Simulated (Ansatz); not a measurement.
Consider the formal exchange of groups at a Ge–N bond: `[NH2][GeH2][Cl]` + `NCS` → `[SH][GeH2][Cl]` + `NCN`.

Computed with Ansatz on PBE0-D4/def2-TZVP structures; ΔE is electronic, products minus reactants. CCSD(T)/CBS adds triple-zeta CCSD(T) − MP2 to the extrapolated MP2 energy (def2 sets, frozen cores). Functionals use def2-TZVPP. For Ge outer-core shells are correlated without core-valence functions, which leaves a few kJ/mol of doubt a bond. Scalar relativity is left out up to krypton. One conformer a species, not always the lowest.

```
         level  ΔE (kcal/mol)
          BLYP           -6.6
CCSD/CBS(def2)           -5.8
```

Q: What does CCSD(T)/CBS give? (An estimate is asked.)

A: Computed: -5.7 kcal/mol. The listed levels differ from it by -0.9, -0.1 kcal/mol.

Q: What do rigid-rotor, harmonic-oscillator terms from PBE0-D4/def2-TZVP frequencies (298.15 K, 1 bar) make of the CCSD(T)/CBS value? (Estimate.)

A: The calculation gave: ΔZPE = +1.1 kcal/mol, ΔH = -4.7 kcal/mol, ΔS = -4 J/(mol·K), ΔG = -4.5 kcal/mol.

Largest T1 diagnostic among the species: 0.010.

Leaving LDA and LC-ωPBE aside and taking each functional with its dispersion term where it has one, the values, not all of them listed here, spread over 1.3 kcal/mol, from HSE06-D4 to B2PLYP. In def2-TZVPP, CCSD(T) changes the Hartree–Fock value by +0.8 kcal/mol (the triples alone add +0.1 kcal/mol) and MP2 by +1.3 kcal/mol. At CCSD(T), def2-SVP lies −2.9 kcal/mol from the extrapolated value and def2-TZVPP −0.4 kcal/mol.
